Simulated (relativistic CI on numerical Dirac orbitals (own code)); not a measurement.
**Ligand-field terms of d7**

Computed with a parametric ligand-field model of a d^n configuration (Racah B and C, spin-orbit zeta, crystal field), exact diagonalisation.

Field parameters in Wybourne normalisation: Oh B⁴₀ = 21Dq, B⁴₄ = √(5/14) B⁴₀. The field is a parameter set, without covalency.

(1) Ground term and bands for B = 750, C = 2700, ζ = 0 cm⁻¹, Oh, 10Dq = 6750 cm⁻¹?

(2) Ground term and bands for B = 750, C = 2700, ζ = 0 cm⁻¹, Oh, 10Dq = 12750 cm⁻¹?

(3) Ground term and bands for B = 750, C = 2700, ζ = 0 cm⁻¹, Oh, 10Dq = 30750 cm⁻¹?

(4) Ground term and bands for B = 750, C = 2700, ζ = 0 cm⁻¹, Oh, 10Dq = 26250 cm⁻¹?

(5) Ground term and bands for B = 750, C = 2700, ζ = 0 cm⁻¹, Oh, 10Dq = 33750 cm⁻¹?

Results:

(1) Ground term 4T1 with 2.08 electrons in the two orbitals of the cubic e set. Spin-allowed: 4T2 5862 cm⁻¹ (1706 nm), 4A2 12612 cm⁻¹ (793 nm), 4T1 16225 cm⁻¹ (616 nm). Lowest spin-forbidden: 2E 6622 cm⁻¹ (1510 nm), 2T1 12081 cm⁻¹ (828 nm), 2T2 12266 cm⁻¹ (815 nm).

(2) Ground term 4T1 with 2.05 electrons in the two orbitals of the cubic e set. Spin-allowed: 4T2 11488 cm⁻¹ (870 nm), 4T1 21477 cm⁻¹ (466 nm), 4A2 24238 cm⁻¹ (413 nm). Lowest spin-forbidden: 2E 739 cm⁻¹, 2T1 11886 cm⁻¹ (841 nm), 2T2 12294 cm⁻¹ (813 nm).

(3) Ground term 2E with 1.02 electrons in the two orbitals of the cubic e set. Spin-allowed: 2T1 28693 cm⁻¹ (349 nm), 2T2 29294 cm⁻¹ (341 nm), 2T1 33942 cm⁻¹ (295 nm), 2T2 45725 cm⁻¹ (219 nm). Lowest spin-forbidden: 4T1 17144 cm⁻¹ (583 nm), 4T2 46176 cm⁻¹ (217 nm), 4T1 55709 cm⁻¹ (180 nm).

(4) Ground term 2E with 1.02 electrons in the two orbitals of the cubic e set. Spin-allowed: 2T1 24268 cm⁻¹ (412 nm), 2T2 24843 cm⁻¹ (403 nm), 2T1 29406 cm⁻¹ (340 nm), 2T2 40648 cm⁻¹ (246 nm). Lowest spin-forbidden: 4T1 12663 cm⁻¹ (790 nm), 4T2 37266 cm⁻¹ (268 nm), 4T1 46869 cm⁻¹ (213 nm).

(5) Ground term 2E with 1.02 electrons in the two orbitals of the cubic e set. Spin-allowed: 2T1 31651 cm⁻¹ (316 nm), 2T2 32266 cm⁻¹ (310 nm), 2T1 36960 cm⁻¹ (271 nm), 2T2 48990 cm⁻¹ (204 nm). Lowest spin-forbidden: 4T1 20133 cm⁻¹ (497 nm), 4T2 52127 cm⁻¹ (192 nm), 4T1 61621 cm⁻¹ (162 nm).
